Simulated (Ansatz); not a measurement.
`[CH3][GeH]([F])[SH]` → `[CH3][Ge][F]` + H₂S  (germylene formation by 1,1-elimination)

Program: Ansatz. Geometries: PBE0-D4/def2-TZVP. ΔE: electronic, gas phase. CBS: MP2 limit from def2 TZ/QZ plus the TZ coupled-cluster correction, frozen cores. This one scheme is used for every species. DFT in def2-TZVPP. B3LYP here is the variant with VWN-RPA as its local correlation; programs differ in this. HSE06 is defined as in plane-wave codes. For Ge outer-core shells are correlated without core-valence functions, which leaves a few kJ/mol of doubt a bond. Scalar relativity is left out up to krypton. Each species was taken in one conformer, which may not be the lowest.

`[CH3][GeH]([F])[SH]`:

```xyz
9

C     0.403   -1.142   -0.164
Ge   -0.656    0.475   -0.240
F    -1.884    0.282    0.987
S     0.514    2.291    0.213
H     1.199   -1.105   -0.907
H     0.842   -1.243    0.829
H    -0.235   -2.006   -0.357
H    -1.411    0.747   -1.547
H     1.227    1.702    1.187
```

`[CH3][Ge][F]`:

```xyz
6

C     0.117    0.004    0.572
Ge   -0.088    1.025   -1.113
F    -0.484   -0.385   -2.100
H     0.369    0.638    1.424
H     0.900   -0.750    0.437
H    -0.814   -0.533    0.780
```

H₂S:

Z-matrix (Å, degrees):
```
S
H 1 1.341
H 1 1.341 2 92.3
```

```csv
level,ΔE (kJ/mol),difference from CCSD(T)/CBS
revPBE-D4,147.7,-13.4
B3LYP-D4,144.6,-16.5
HSE06-D4,170.8,9.7
r2SCAN,171.9,10.8
B3LYP,132.3,-28.8
r2SCANh,174.7,13.6
LC-ωPBE,174.3,13.2
RPA@PBE/def2-TZVPP,155.6,-5.5
MP2/def2-SVP,180.2,19.1
CCSD/def2-SVP,160.0,-1.1
HF/def2-TZVPP,154.6,-6.5
SCS-MP2/def2-TZVPP,172.2,11.1
CCSD/def2-TZVPP,167.7,6.6
MP2/def2-QZVPP,178.8,17.7
MP2/CBS(def2),175.4,14.3
CCSD/CBS(def2),158.1,-3.0
CCSD(T)/CBS,161.1,0
```

Largest T1 diagnostic among the species: 0.013.

From PBE to PBE0 (25 % exact exchange), in def2-TZVPP and without D4, ΔE moves by +17.7 kJ/mol. The D4 term adds +12.4 kJ/mol with B3LYP and +6.8 kJ/mol with PBE0; it sums over pairs of atoms, weighted by their polarisabilities, and B3LYP, whose exchange is more repulsive, gets the larger term. In def2-TZVPP, CCSD(T) changes the Hartree–Fock value by +16.2 kJ/mol (the triples alone add +3.0 kJ/mol) and MP2 by +30.5 kJ/mol.
